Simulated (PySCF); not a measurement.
Computed shifts of a molecule CH₆AlNO, HF/pcSseg-1 (PySCF), GIAO, gas phase, equivalent atoms averaged, in ppm (number of nuclei): ¹H: 4.09 (1), 2.97 (3), 2.06 (1), 0.46 (1). ¹⁵N: 23.7 (1). ¹³C: 30.7 (1). References: ¹H against TMS (σ = 31.99 ppm); ¹⁵N against NH3 (σ = 267.3 ppm); ¹³C against TMS (σ = 192.6 ppm); ¹⁷O against H2O (σ = 333.0 ppm), references at their B3LYP-D3(BJ)/def2-TZVP geometries, non-relativistic. Geometry: PBE0-D3(BJ)/def2-SVP. The values are those of a single conformer.

Q: Which molecule gave these data?
A. C[NH][AlH][OH]
B. C[O][AlH][NH2]
C. [CH3][Al]([NH2])[OH]

A: A, C[NH][AlH][OH]
